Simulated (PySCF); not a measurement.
W: ionisation energy

W [Xe] 4f14 5d4 6s2 (5D) → W⁺ [Xe] 4f14 5d4 6s1 (6D), as a difference of total energies. Calculation: PySCF 2.14, in ANO-RCC-VTZP (8s7p5d3f2g1h, 104 functions); the spin-free X2C one-electron Hamiltonian (Gaussian nucleus). Correlated levels: valence: [Xe] 4f14 frozen. The calculations carry no spin-orbit coupling.

```tsv
method	ionisation energy (eV)
UHF	5.916
MP2 (valence)	7.058
SCS-MP2 (valence)	7.284
CCSD (valence)	7.286
CCSD(T) (valence)	7.398
```

A first-order spin-orbit estimate (lowest level to lowest level, LS coupling) adds 0.023 eV.

Errors of the correlated levels include the incompleteness of this basis and the frozen core.

Task: Which method comes closest to the reference value, and which is furthest?

Result: The reference is 7.864 eV (measured; NIST Atomic Spectra Database, ionization energies). Closest: CCSD(T) (valence) (error -0.443 eV); furthest: UHF (error -1.925 eV), both after the spin-orbit estimate.
